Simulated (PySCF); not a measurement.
Vertical excitations of a molecule C₂H₆ClFSi₂ from TDA-PBE/def2-SVPD (PySCF), as energy in eV (oscillator strength): 5.20 (0.001), 5.67 (0.105), 5.93 (0.006), 5.97 (0.015), 6.17 (0.002), 6.30 (0.028), 6.34 (0.020), 6.49 (0.088), 6.71 (0.028), 6.86 (0.063). Lowest triplet (TDA): 4.17 eV. Geometry: PBE0-D3(BJ)/def2-SVP. One conformer was computed; it need not be the lowest.

**Question.** Which molecule gave these data?
A. F[SiH2]/C=C(/[SiH3])Cl
B. F[Si@]1(Cl)CC[SiH2]1
C. F[Si@@H]1CC[Si@H]1Cl
D. C=C(F)[Si@H]([SiH3])Cl

**Answer.** D, C=C(F)[Si@H]([SiH3])Cl
